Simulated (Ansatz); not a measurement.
Cl3GeI (`[Cl][Ge]([Cl])([Cl])[I]`), 5 atoms. Total charge 0; spin multiplicity 1. Correlated methods include outer-core shells of Ge, I, which these sets cover unevenly. Scalar relativity is left out up to krypton. I takes the def2 core potential. All runs use 4 threads of an Arm Neoverse V1 on a shared host. Correlated methods freeze the cores.

Q: How many basis functions does each run have, and how long does it take in Ansatz? direct RPA on PBE orbitals/def2-TZVPP energy; RKS LC-ωPBE/def2-TZVPP energy; RKS PBE0-D4/def2-TZVP frequencies; RHF-MP2/def2-QZVPP energy; RHF-CCSD(T)/def2-SVP energy; RKS PBE0-D4/def2-SVP energy; RKS ωB97M-V/def2-QZVPP energy; RKS ωB97M-V/def2-SVP energy; RKS ωB97M-V/def2-TZVPP energy and forces; RKS PBE0-D4/def2-TZVP relaxation (5 steps); RKS PBE0-D4/def2-QZVPP energy; RKS B97M-V/def2-TZVPP energy. (Best estimate.)

A: Ansatz gave: Other jobs shared the machine, so times are rough.

```csv
level,job,functions,wall time,peak host memory (GiB)
RKS PBE0-D4/def2-SVP,energy,112,1.8 s,0.48
RKS LC-ωPBE/def2-TZVPP,energy,224,3.1 s,0.51
direct RPA on PBE orbitals/def2-TZVPP,energy,224,6 s,0.56
RKS ωB97M-V/def2-SVP,energy,112,8 s,0.48
RHF-CCSD(T)/def2-SVP,energy,112,8.5 s,0.5
RKS B97M-V/def2-TZVPP,energy,224,9 s,0.46
RKS PBE0-D4/def2-QZVPP,energy,381,12 s,2
RKS ωB97M-V/def2-TZVPP,energy and forces,224,16 s,1.1
RHF-MP2/def2-QZVPP,energy,381,19 s,1.9
RKS ωB97M-V/def2-QZVPP,energy,381,25 s,2.3
RKS PBE0-D4/def2-TZVP,relaxation (5 steps),209,35 s,0.83
RKS PBE0-D4/def2-TZVP,frequencies,209,2.4 min,0.83
```

LC-ωPBE has ω = 0.4 bohr⁻¹.
